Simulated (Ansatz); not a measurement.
Input for Ansatz (a program for electronic structure): R-CCSD(T)/cc-pVTZ on CH2O2 (SMILES O=CO).

Ansatz 0.2 input:
```yaml
crystal:
  periodic: [false, false, false]
  atoms:
    - {symbol: O, position_ang: [-0.84764171, -0.48037179, 0.00000000]}
    - {symbol: C, position_ang: [0.18450704, 0.38042351, -0.00000000]}
    - {symbol: O, position_ang: [1.34044967, 0.07066253, 0.00000000]}
    - {symbol: H, position_ang: [-0.48194383, -1.38093107, -0.00000000]}
    - {symbol: H, position_ang: [-0.19527117, 1.41001682, 0.00000000]}
basis:
  gaussian:
    orbitals: cc-pVTZ
magnetization: {spin_polarized: false}
correlation: {method: ccsd_t, electrons: outside_noble_gas}
scf: {lower_state_search: off}
```

Program output:

```
WARN ansatz: RAYON_NUM_THREADS=4 ignored (pool sized by the plan → 4); use --threads N
Functional definition: HF
these checks for a lower state are left out or cut short: stability, starts, cluster_reference, orbital_swaps, neighbouring_geometries, increment
integrals: 0.17 GiB planned
704 factors; integrals over basis functions are off by at most 1.3e-3 eV
mean field: 0.20 GiB planned
mean field evaluation 1: about -5135.7651 eV, gradient 4.0e1 eV
mean field evaluation 2: about -5135.7678 eV, gradient 4.0e1 eV
mean field evaluation 4: about -5138.5877 eV, gradient 3.4e0 eV
mean field evaluation 8: about -5138.6292 eV, gradient 4.4e-1 eV
mean field -5138.63096231 eV, -188.8412047759 hartree, gradient 4.2e-6 eV, S^2 0.000000; 0 other end points of the search recorded, 0 dependent functions left out
3 core orbitals not correlated
reference -5138.63096231 eV, -188.8412047759 hartree; 9, 9 occupied and 106, 106 virtual orbitals, 704 factors
second order -17.13660369 eV of doubles, -0.00000000 eV of singles
coupled cluster: 0.42 GiB planned
cycle   1  -16.72823535 eV  change    4.1e-1 eV  update   1.0e-1
cycle   2  -17.17191341 eV  change   -4.4e-1 eV  update   3.1e-2
cycle   3  -17.28358131 eV  change   -1.1e-1 eV  update   1.6e-2
cycle   4  -17.26370040 eV  change    2.0e-2 eV  update   3.9e-3
cycle   5  -17.26303528 eV  change    6.7e-4 eV  update   1.6e-3
cycle   6  -17.26354405 eV  change   -5.1e-4 eV  update   4.3e-4
cycle   7  -17.26318559 eV  change    3.6e-4 eV  update   1.5e-4
cycle   8  -17.26312477 eV  change    6.1e-5 eV  update   5.6e-5
cycle   9  -17.26314552 eV  change   -2.1e-5 eV  update   2.0e-5
perturbative correction -0.71254434 eV, -0.0261855216 hartree
Total energy: -5156.60665217 eV, -189.5017991938 hartree
Checks for a lower state left out: stability, starts, cluster_reference, orbital_swaps, neighbouring_geometries, increment
```

The calculation finished and met its thresholds.

Cost: about 11 core-seconds (a rough figure).
